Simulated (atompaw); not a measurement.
## What one change does to a pseudopotential (cadmium (Cd), PAW (atompaw))

- Element: cadmium (Cd)
- Generator: atompaw 4.2.0.5
- Type: PAW
- Functional: LDA (PW92)
- Relativity: scalar-relativistic
- Frozen core: [Ar] 3d10 4s2
- Valence charge: 18
- Reference configuration: 4p6 4d10 5s1.75 5p0.25
- Partial waves: 5s (bound): rc 2.35 bohr; 5s channel at 1.35 Ry: rc 2.35 bohr; 4p (bound): rc 1.45 bohr; 5p (bound): rc 1.75 bohr; 4d (bound): rc 1.65 bohr; 4d channel at 0.8 Ry: rc 2.35 bohr
- Local potential: bessel scheme, radius 2.10 bohr
- Core correction: smooth core density matched at 1.95 bohr
- Augmentation charge: sinc compensation charge, radius 1.75 bohr; PAW radius 2.35 bohr; waves and projectors: custom polynom vanderbiltortho

Change: local potential bessel scheme, radius 1.18 bohr.

Cutoffs: the cutoffs (Ry, on a coarse ladder) from which the occupation-weighted sum of valence levels, in a spherical-Bessel basis at the reference potential, stays within 10 and 1 mRy of its value at 400 Ry; they do not see the model core or the augmentation charge, which bear on the density cutoff.

Q: What does the change do?

A: The potential gets neither clearly harder nor softer (60 Ry and 100 Ry → 60 Ry and 100 Ry); a bound ghost appears in s, which as a rule spoils a file. A state that the projectors do not describe sees the local part alone, so a deeper or shallower local part can create or remove a ghost.

| quantity | base | changed |
| --- | --- | --- |
| cutoff, loose | 60 Ry | 60 Ry |
| cutoff, tight | 100 Ry | 100 Ry |
| loose cutoff by channel (10 mRy a level) | s 6 Ry, p 35 Ry, d 35 Ry | s 10 Ry, p 35 Ry, d 35 Ry |
| bound ghosts | none | s |
| s: phases at 2.37 bohr within 0.05 rad from the reference energy up to (Ry; the scan ends near 5) | 4.3 | to the end of the scan |
| p: phases at 2.37 bohr within 0.05 rad from the reference energy up to (Ry; the scan ends near 5) | to the end of the scan | to the end of the scan |
| d: phases at 2.37 bohr within 0.05 rad from the reference energy up to (Ry; the scan ends near 5) | to the end of the scan | to the end of the scan |
| lowest overlap eigenvalue by channel | s 0.23, p 0.29, d 0.52 | s 0.02, p 0.60, d 0.44 |

 A true bound ghost makes a file unfit for plane-wave use even where its test errors are small: the radial tests pick states by their node count and pass the ghost by. The cutoffs see the waves, projectors and local potential, not the compensation charge or the core.
